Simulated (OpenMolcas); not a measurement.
Pd3+: moving or changing the point charges

Pd3+ among 4 point charges of -1 e arranged as a tetrahedron (Td), 1.84 Å from the ion.
```
   1.0623    1.0623    1.0623  -1.00
   1.0623   -1.0623   -1.0623  -1.00
  -1.0623    1.0623   -1.0623  -1.00
  -1.0623   -1.0623    1.0623  -1.00
```

| Item | Value |
| --- | --- |
| Program | OpenMolcas 26.06 |
| Method | SS-CASPT2, IPEA 0.25 Eh, imaginary shift 0.1 Eh (closed shells correlated: 4s 4p) |
| Basis | ANO-RCC-VDZP [6s5p3d1f] |
| Scalar Hamiltonian | DKH2, point nucleus |
| Active space | 7 electrons in 5 orbitals (4d) |
| State averaging | 2S+1 = 4 even, 10 roots; 2S+1 = 2 even, 40 roots |
| Spin-orbit coupling | state interaction with AMFI integrals over the reference wave functions |

Runs around this geometry, states (labels of Td). Energies in cm-1 above the lowest state or level, χT in cm3 K/mol.

```csv
R (Å),q (e),Ground state,First state of that spin,First gap with spin-orbit (degeneracies),χT at 300 K,First state of another spin
1.84,-0.8,4A2,4T2 1700,"1310 (4, 4)",4.445,2E 15730
1.84,-1,4A2,4T2 2070,"1660 (4, 4)",4.288,2E 15930
1.94,-1,4A2,4T2 1510,"1230 (4, 4)",4.494,2E 15710
```

Taking the first state of the same spin as R^-n, n = -ln(1510 / 2070) / ln(1.94 / 1.84) = 6.0 between the shortest and longest distance.

Scaling the charges by -0.8 / -1 = 0.80 scales the first state of the same spin by 1700 / 2070 = 0.82; with fixed orbitals a first-order splitting would follow the charge.

Roots that are degenerate in the reference are averaged as groups; the widest CASPT2 spread within a group is 400 cm-1 (the 3-fold group of multiplicity 4 near 1700 cm-1 above the lowest state of its run, R = 1.84, q = -0.8). Shifts and gaps below about the spread of the groups concerned are not significant. The ground term spreads over less than 5000 cm-1, several times less than with real ligands, so orbital moments are less quenched and χT lies further from the spin-only value than at real sites. Free-ion shares, where given, are those of the reference states; single-state CASPT2 does not remix them. Spin-orbit coupling mixes the spin-free states strongly: the lowest level takes only 60 % from its leading state, 4A2 (figures for R = 1.84, q = -0.8; the like holds for R = 1.84, q = -1, R = 1.94, q = -1). Point charges carry no covalency, so the field is a model and not that of real ligands. No measured value stands beside these numbers.
